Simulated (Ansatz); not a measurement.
Mulliken charges of H4S4Ti (`[SH][Ti]([SH])([SH])[SH]`) from r2SCAN/def2-TZVPP in Ansatz (PBE0-D4/def2-TZVP geometry).

```json
{"atom": "S1", "x (Å)": "-1.998", "y (Å)": "-0.761", "z (Å)": "0.887", "charge (e)": "-0.226"}
{"atom": "Ti2", "x (Å)": "-0.042", "y (Å)": "-0.246", "z (Å)": "-0.136", "charge (e)": "0.429"}
{"atom": "S3", "x (Å)": "1.606", "y (Å)": "-1.285", "z (Å)": "1.031", "charge (e)": "-0.220"}
{"atom": "S4", "x (Å)": "-0.100", "y (Å)": "-1.144", "z (Å)": "-2.205", "charge (e)": "-0.209"}
{"atom": "S5", "x (Å)": "0.207", "y (Å)": "2.012", "z (Å)": "-0.342", "charge (e)": "-0.239"}
{"atom": "H6", "x (Å)": "-2.610", "y (Å)": "0.240", "z (Å)": "0.219", "charge (e)": "0.125"}
{"atom": "H7", "x (Å)": "1.647", "y (Å)": "-0.284", "z (Å)": "1.934", "charge (e)": "0.110"}
{"atom": "H8", "x (Å)": "1.155", "y (Å)": "-0.676", "z (Å)": "-2.387", "charge (e)": "0.118"}
{"atom": "H9", "x (Å)": "0.136", "y (Å)": "2.146", "z (Å)": "0.999", "charge (e)": "0.113"}
```

Q: By hand: the dipole of these point charges (1 e Å = 4.8032 D).

A: Σ q r = (0.058, 0.269, 0.128) e Å, of length 0.303 e Å = 1.46 D.

Q: How does the dipole of the full density compare? (An estimate is asked.)

A: Computed: (0.070, 0.250, 0.120) e Å, 1.37 D; the point charges give 1.07 times that, at 3° from its direction.

Point charges leave out the atoms' own dipoles, such as those of lone pairs, and Mulliken's split depends on the basis, so the close match here is no proof of good charges.
